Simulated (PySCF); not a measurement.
**Computed vibrations of [Sm(H2O)3]3+**

[Sm(H2O)3]3+ (singlet in the valence; each metal's 4f electrons, 5 of them, lie in its core potential, out of spins and levels). PySCF 2.14.0, RKS PBE0, Sm lcecp-1-SVP with ECP51, O def2-SVP, H def2-SVP; non-relativistic Hamiltonian with scalar-relativistic core potentials where named; density fitting; no spin-orbit coupling. Central differences of gradients.

```xyz
10

Sm    0.0000    0.0000    0.0000
O     2.3210    0.0000    0.0000
H     2.9381    0.0000    0.7704
H     2.9381    0.0000   -0.7704
O    -1.1605    2.0101    0.0000
H    -1.4690    2.5445    0.7704
H    -1.4690    2.5445   -0.7704
O    -1.1605   -2.0101    0.0000
H    -1.4691   -2.5445    0.7704
H    -1.4691   -2.5445   -0.7704
```

Run from Python with OMP_NUM_THREADS=2. Where DIIS fails, smearing, a level shift and second-order steps follow.
It took 37 s on 2 threads of Arm Neoverse V2, with other jobs on the host.

**Question.** What are the harmonic wavenumbers and infrared intensities?

**Answer.** Modes are labelled in D3h; negative numbers are unstable modes, those under 60 cm⁻¹ near the noise; a finer grid moves soft modes by up to 10 cm⁻¹.
```tsv
cm⁻¹	km/mol	symmetry
-198	–	a1''
-180	–	e''
-180	–	e''
-50	–	a2''
51	4.5	e'
51	4.5	e'
392	0.0	a1'
398	30.2	e'
398	30.2	e'
620	0.0	e''
620	0.0	e''
636	273.6	a2''
641	0.0	a2'
669	579.3	e'
669	579.3	e'
1675	207.2	e'
1675	207.2	e'
1678	0.0	a1'
3582	844.2	e'
3582	844.2	e'
3600	0.0	a1'
3617	0.0	e''
3617	0.0	e''
3619	1285.3	a2''
```

**Question.** Is this a minimum?

**Answer.** No: 4 unstable; the lowest moves the atoms so:
```
Sm   0.00  0.00  0.00
O    0.00  0.00  0.00
H    0.00 -0.41  0.00
H    0.00  0.41  0.00
O    0.00  0.00  0.00
H    0.35  0.20  0.00
H   -0.35 -0.20  0.00
O    0.00  0.00  0.00
H   -0.35  0.20  0.00
H    0.35 -0.20  0.00
```

An lcecp potential fixes the number of 4f electrons, so in runs with it no electron can move into or out of that shell.
